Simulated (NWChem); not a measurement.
WO₂F, doublet; SMILES [W]([F])(=[O])=[O]

```xyz
4

W      0.0710    -0.0178     0.0000
O     -0.2230    -0.9548     1.3885
O     -0.2230    -0.9548    -1.3885
F     -0.1875     1.8436     0.0000
```
Atoms are numbered in this order, from 1.

The geometry was optimised at PBE0/def2-SVP, spin-unrestricted. This spin state was assumed; another may lie lower. No stability test was run on the SCF state. def2 effective core potentials on W; no spin-orbit coupling.

Symmetry labels are those of Cs in the frame above (b1 and b2, or b-type labels, depend on it).

**Question.** List the 4 lowest vertical excitations from PBE/def2-SVP with def2 effective core potentials on W, spin-unrestricted, TDA (NWChem).

**Answer.** 
| state | energy (eV) | oscillator strength | symmetry of the excitation | <S²> |
|---|---|---|---|---|
| state 1 | 2.57 | 0.006 | a' | 0.77 |
| state 2 | 2.80 | 0.001 | a" | 0.76 |
| state 3 | 3.33 | 0.000 | a" | 0.78 |
| state 4 | 3.62 | 0.002 | a' | 0.76 |
